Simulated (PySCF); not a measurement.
Compound: BH₆PSSi.
Bonds: Si1–S2, S2–B3, B3–P4. Hydrogens: H5, H6, H7 on Si1; H8 on B3; H9, H10 on P4.

Method: PySCF 2.14.0, PBE0-D3(BJ)/def2-SVP geometry optimisation, gas phase; density fitting, grid level 1; the optimiser is geomeTRIC in internal coordinates, started from a GFN2-xTB structure with every atom displaced at random (about 0.01 Å).

Step 0: E = -28755.8213 eV
```
atom  x, y, z in Å  |  force x, y, z in eV/Å
Si1    -1.6808    0.6081    0.2147    0.070   0.060  -1.020
S2     -0.7015   -0.2565   -1.5000   -0.725  -0.075  -0.640
B3      0.9781   -0.4565   -1.0705    0.881   0.185   0.926
P4      1.7848    0.0594    0.5938   -1.134   0.990  -0.235
H5     -0.8972    1.7490    0.6634    0.300   0.542   0.342
H6     -1.8374   -0.3994    1.2277   -0.167  -0.649   0.873
H7     -2.9663    1.0106   -0.3748   -0.398   0.165   0.074
H8      1.7217   -0.8215   -1.9208    0.168  -0.192  -0.469
H9      0.9027   -0.6168    1.4733   -0.221   0.065   0.179
H10     2.7462   -0.8973    0.6722    1.226  -1.092  -0.030
```

Task: Estimate the geometry and energy of step 1. (The exact step hangs on the optimiser's Hessian estimate; all steps are aligned on step 0, rigid shifts and turns removed.)

Result: E = -28755.9866 eV, largest force 0.412 eV/Å
```
atom  x, y, z in Å  |  force x, y, z in eV/Å
Si1    -1.6893    0.5767    0.1635   -0.001  -0.028   0.123
S2     -0.6911   -0.2500   -1.5706    0.142  -0.044   0.048
B3      1.0229   -0.4572   -1.0629   -0.228   0.045  -0.158
P4      1.8166    0.0728    0.5707    0.175  -0.309   0.209
H5     -0.8942    1.7147    0.7118    0.005  -0.007  -0.011
H6     -1.8863   -0.4509    1.2347    0.051   0.034  -0.083
H7     -3.0173    1.0541   -0.3088   -0.013   0.000  -0.035
H8      1.7404   -0.8448   -1.9524    0.005  -0.018   0.009
H9      0.8698   -0.4440    1.5130    0.105   0.072  -0.093
H10     2.7788   -0.9924    0.6800   -0.241   0.256  -0.010
```

The energy changes by -0.1654 eV. The first-order estimate −F·Δx gives -0.3865 eV and the mean of the old and new forces, exact on a quadratic surface, -0.1652 eV. The step makes an angle of 65° with the force vector and moves no atom by more than 0.180 Å.

The cost below is that of the whole optimisation. Hardware: Arm Neoverse N1, one thread, shared host with 64 logical CPUs at a one-minute load of 59. Cost: 34 s of wall time, 0.41 GiB resident at most.
